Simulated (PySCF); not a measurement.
Spin states and ions at one geometry of Os3

PySCF 2.14.0, UKS PBE0, Os def2-SVP with ECP60; non-relativistic Hamiltonian with scalar-relativistic core potentials where named; density fitting; no spin-orbit coupling; singlets restricted, open shells unrestricted. The geometry is relaxed for charge 0, triplet, vacuum:

```xyz
3

Os    1.3421   -0.0468    0.0001
Os   -0.7104    1.2328    0.0000
Os   -0.6317   -1.1861    0.0000
```

Energies count from the relaxed state; an electron taken off or put on is at rest in vacuum. Charges and spins are Mulliken's.

Question: Order these states by energy, lowest first.
A. charge 0, triplet, vacuum
B. charge 0, singlet, vacuum
C. charge 0, quintet, vacuum
D. charge -1, doublet, vacuum
E. charge +1, doublet, vacuum
F. charge +1, quartet, vacuum
G. charge -1, quartet, vacuum

Answer: G (-1.54 eV), D (-1.32 eV), C (-0.33 eV), A (0.00 eV), B (0.83 eV), F (6.16 eV), E (7.07 eV).

Question: How do charge and spin on the first atom follow?

Answer: 
```csv
state,spin squared,charge on Os1 (e),spin on Os1 (e),dipole about the centre of mass (D)
"charge 0, triplet, vacuum",3.30,-0.01,1.95,0.80
"charge 0, singlet, vacuum",0.00,0.01,0.00,0.05
"charge 0, quintet, vacuum",6.39,-0.01,1.54,0.48
"charge +1, doublet, vacuum",2.33,0.32,1.23,0.35
"charge +1, quartet, vacuum",5.06,0.35,2.44,0.19
"charge -1, doublet, vacuum",2.98,-0.33,1.70,0.91
"charge -1, quartet, vacuum",4.97,-0.36,-0.05,0.52
```

With an electron taken off (quartet, the lower of the two states computed) the charges change, summed by element, by Os +1.00 e. The vertical ionisation energy is 6.16 eV, against −ε(HOMO) = 4.51 eV over both spins of the relaxed state. The level lies 1.6 eV too high, as is usual for semilocal functionals and global hybrids, which keep a self-interaction error.

With an electron put on (quartet, the lower of the two states computed) the charges change, summed by element, by Os -1.00 e. The vertical electron affinity is 1.54 eV, against −ε(LUMO) = 2.76 eV over both spins of the relaxed state. The basis has no diffuse functions, which an added electron needs.

Open shells may have lower solutions than those found. Hard to converge, so the more doubtful: charge 0, quintet, vacuum; charge +1, doublet, vacuum; charge -1, quartet, vacuum. Spin squared well over S(S+1) tells of spin contamination.

The relaxed state isn't the lowest spin state tried at its geometry. No frequency check is given that shows the relaxed geometry to be a minimum. The relaxed state is spin-contaminated (spin squared 3.30 against 2.00).
